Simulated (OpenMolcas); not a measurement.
An atom or ion with 76 electrons was computed by SS-CASPT2, IPEA 0.25 Eh, imaginary shift 0.1 Eh with spin-orbit coupling (OpenMolcas, ANO-RCC-VQZP, DKH2). The lowest levels that the run gave, each within 12 % of the measured value where one is at hand:

```tsv
J	Parity	E (cm⁻¹)	g
4	even	0.0	1.240
2	even	5330	1.142
3	even	10380	1.084
2	even	14780	1.090
0	even	15530	
1	even	17280	1.502
5	even	20420	1.376
4	even	21960	1.023
2	even	25350	0.942
4	even	26440	1.291
3	even	30890	1.274
2	even	32810	1.073
```

Problem. Which ion is it, and what are the configurations and terms?

Solution. Pt²⁺ (Z = 78, charge +2; active space 8 electrons in 6 orbitals (5d 6s)). J, parity and g give the terms where levels are pure, and mixed ones are named by the computed weights; the size of the splittings, set against known spectra of the 76-electron sequence, gives the charge. In order, with the measured energies in cm⁻¹ (NIST levels as listed in McCann et al., Mon. Not. R. Astron. Soc. 538, 537 (2025)): 5d⁸ ³F₄, 5d⁸ ¹D₂ [45 %], 5d⁸ ³F₃ (9752), 5d⁸ ³P₂ [47 %], 5d⁸ ³P₀ (14939), 5d⁸ ³P₁ (16782), 5d⁷ 6s ⁵F₅ (21837), 5d⁸ ¹G₄ (21331), 5d⁸ ¹D₂ [48 %], 5d⁷ 6s ⁵F₄ [73 %], 5d⁷ 6s ⁵F₃, 5d⁷ 6s ⁵F₂ [70 %].

Term energies are means over components that CASPT2 splits; among the terms shown or strongly mixed into the levels shown the widest spread is 690 cm-1 (5d⁷ 6s ⁵F). Terms from blocks run as CI alone lack orbitals of their own. A single d shell beside an s shell can misplace configurations of different d count against each other. Computed and measured levels are paired by configuration, term and J; levels that our copy of the source lacks, or whose pairing is in doubt (as where it misses far off the trend of its configuration), stay unpaired and out of the deviations. Levels of configurations outside the active space are missing.

A share in square brackets marks a mixed level and gives the weight of the term that names it.
